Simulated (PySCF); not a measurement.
## A single-point calculation

LaOCl (singlet). PySCF 2.14.0, RKS CAM-B3LYP, La def2-SVP with ECP46, O def2-SVP, Cl def2-SVP; non-relativistic Hamiltonian with scalar-relativistic core potentials where named; density fitting; no spin-orbit coupling. Purpose: level CAM-B3LYP.

```python
mol = gto.M(atom='''
La     0.29269     0.00000    -0.47540
O      1.86608     0.00000     0.64230
Cl    -1.97583     0.00000     0.90774''',
    basis={'La': 'def2-SVP', 'O': 'def2-SVP', 'Cl': 'def2-SVP'},
    ecp={'La': 'def2-SVP'},
    charge=0, spin=0)
mf = dft.RKS(mol, xc='CAMB3LYP')
mf.grids.atom_grid = (75, 302)  # f atoms: unpruned, at least (60, 302)
mf = mf.density_fit()  # fitting sets: La def2-universal-JKFIT, O def2-universal-JKFIT, Cl def2-universal-JKFIT
mf.conv_tol = 1e-08; mf.max_cycle = 55
mf.kernel(dm0)  # dm0: converged density of the relaxed state
mf.nuc_grad_method().kernel()
```

Run from Python with OMP_NUM_THREADS=2; the lines above give its settings. Where DIIS fails, smearing, a level shift and second-order steps follow.
It took 16 s on 2 threads of Intel(R) Xeon(R) Processor @ 2.50GHz (Skylake/Cascade Lake), on a shared host, from an already converged density.

(1) Where do the frontier levels lie, over both spins?

(2) What does the SCF print?

(3) What are the Mulliken charges and spins?

(4) What forces act on the atoms (eV/Å)?

The geometry was relaxed with PBE0 (La def2-SVP with ECP46, O def2-SVP, Cl def2-SVP).

## Answers

(1) HOMO -8.09 eV, LUMO -1.54 eV. 

(2) 
```
init E= -566.859754993893
cycle= 1 E= -566.860130913648  delta_E= -0.000376  |g|= 0.0627  |ddm|= 0.118
cycle= 2 E= -566.856614884098  delta_E= 0.00352  |g|= 0.146  |ddm|= 0.145
cycle= 3 E= -566.860975703932  delta_E= -0.00436  |g|= 0.007  |ddm|= 0.0957
cycle= 4 E= -566.860989577211  delta_E= -1.39e-05  |g|= 0.000945  |ddm|= 0.0096
...
cycle= 7 E= -566.860990450587  delta_E= -1.05e-08  |g|= 2.53e-05  |ddm|= 0.000445
cycle= 8 E= -566.860990451701  delta_E= -1.11e-09  |g|= 6.78e-06  |ddm|= 0.000164
Extra cycle  E= -566.860990451774  delta_E= -7.3e-11  |g|= 3.27e-06  |ddm|= 2.84e-05
converged SCF energy = -566.860990451774
```

(3) 
```tsv
atom	charge (e)	spin (e)
La1	0.801	0.000
O2	-0.403	0.000
Cl3	-0.398	0.000
```

(4) 
```
La   0.09  0.00  0.00
O    0.02  0.00 -0.04
Cl  -0.11  0.00  0.04
```
Forces carry noise of the integration grid, about 0.01 to 0.03 eV/Å.
